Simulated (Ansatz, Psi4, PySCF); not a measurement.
CHCl3, charge -1, doublet, at the geometry of the source list (a state made from the parent by changing its charge; the spin is typed, not shown lowest) (in this run its highest filled SCF level lies above zero, so its values depend strongly on the basis, on diffuse functions most of all). Base run: MP2/STO-3G (PySCF).

PySCF was given this input:
```python
from pyscf import gto, scf, mp

mol = gto.Mole()
mol.atom = '''
    Cl   -0.80000000    1.48110000   -0.43510000
    C     0.00290000    0.00110000    0.11580000
    Cl   -0.90250000   -1.42970000   -0.40560000
    Cl    1.66890000   -0.06370000   -0.48340000
    H     0.03060000    0.01120000    1.20840000
'''
mol.basis = 'sto-3g'
mol.charge = -1
mol.spin = 1
mol.verbose = 4
mol.build()

mf = scf.UHF(mol)
mf.kernel()

pt = mp.MP2(mf)
pt.kernel()
print('E(MP2) = %.10f' % pt.e_tot)
```

The same geometry, method and basis name were run in Ansatz (a quantum-chemistry and plane-wave program) and Psi4 and PySCF, at each program's defaults and at the settings that a row names. The base is PySCF at its defaults. Differences at the defaults can come from grids, fitting, cores and function types together.

```tsv
code and settings	ΔE vs base (mEh)	basis functions	E (Eh)	SCF cycles
PySCF, defaults (exact integrals, spherical functions, all electrons correlated)	0.000	33	-1401.53735	9
Psi4, defaults (density fitting with its default set, spherical functions, all electrons correlated)	-0.710	33	-1401.53806	13
Ansatz, defaults (factorised integrals, spherical functions, frozen core)	0.507	33	-1401.53685	-
PySCF, frozen core	0.493	33	-1401.53686	9
Psi4, exact integrals, spherical functions, frozen core	0.493	33	-1401.53686	13
Ansatz, high accuracy, frozen core	0.493	33	-1401.53686	-
```

Open shells are given as the SCF converged; they aren't shown to be the lowest states, and a large step between rows can be another state.
